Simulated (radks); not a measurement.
Excited configurations of In: one electron is placed in a higher orbital outside [Kr] 4d10 5s2. The ground configuration is [Kr] 4d10 5s2 5p1. All-electron calculation, Dirac Kohn-Sham, PBE, spin-unpolarised, spherical densities, finite nucleus; open shells are shared between the two j in proportion to 2j + 1; Fermi nuclear charge, rms radius 4.6156 fm. Program: a radial shooting solver on a logarithmic mesh with Libxc functionals. Excitation = E - E(ground); binding = E(ion) - E, where the ion is the core of charge +1; n* = 1/sqrt(2 binding) in atomic units, and the quantum defect is n - n*. Eigenvalue and <r> are those of j = l + 1/2.

outer orbital  excitation (eV)  binding (eV)  quantum defect  eigenvalue (eV)
4f                       4.462         0.912           0.137           -0.434
5d                       3.700         1.674           2.150           -0.704
6s                       2.594         2.780           3.788           -1.607
6p                       3.420         1.954           3.361           -1.081
6d                       4.308         1.066           2.428           -0.584
6f                       4.919         0.456           0.537           -0.286
7s                       3.941         1.433           3.919           -0.876
7p                       4.273         1.101           3.485           -0.665
7d                       4.669         0.705           2.608           -0.432

The Delta-SCF ionisation energy is 5.374 eV (NIST Atomic Spectra Database: 5.786 eV, measured). Self-interaction in the functional shifts the binding energies and quantum defects, so they are the method's values and not measured ones. Spin polarisation and multiplet splitting are left out, so open shells lie too high by an amount that depends on their filling. Sharing an open shell by 2j + 1 raises it above the true ground level by a part of the spin-orbit splitting, which enters the differences from NIST.

Beside tabulated values, note that spin-unpolarised runs miss the spin-polarisation part of the exchange energy of open shells.
